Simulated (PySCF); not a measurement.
**Question.** What does the PBE0-D3(BJ)/def2-SVP structure of InChI=1S/C5H3F5/c1-3(6)4(7)2-5(8,9)10/h2H,1H2/b4-2- look like in three dimensions?

**Answer.** 
Z-matrix in Å and degrees, rows numbered from 1:
```
C 
C   1  1.3322
F   2  1.3311  1  121.77
C   2  1.4628  1  125.07  3  -179.95
F   4  1.3240  2  113.46  1    -0.13
C   4  1.3367  2  124.38  1   179.66
C   6  1.4930  4  124.64  2  -178.69
F   7  1.3360  6  109.89  4  -158.39
F   7  1.3330  6  112.73  4   -38.17
F   7  1.3379  6  111.74  4    82.70
H   1  1.0887  2  119.69  3   179.93
H   1  1.0903  2  120.36  3     0.06
H   6  1.0893  4  118.46  2    -0.95
```

The C–C distances run from 1.332 Å (C1=C2, drawn double) to 1.493 Å (C6–C7, drawn single), a spread of 0.161 Å. Of the pairs four or more bonds apart, F3···H13 is among the closest relative to their van der Waals radii: 2.40 Å, 90 % of the sum of Bondi's values.

Method: PBE0-D3(BJ)/def2-SVP geometry optimisation, gas phase (PySCF 2.14.0).

Point group: C1 (no symmetry element, even within 0.4 Å). No frequency check. The numbers are those of one conformer (C1–C2–C4–F5 0°).
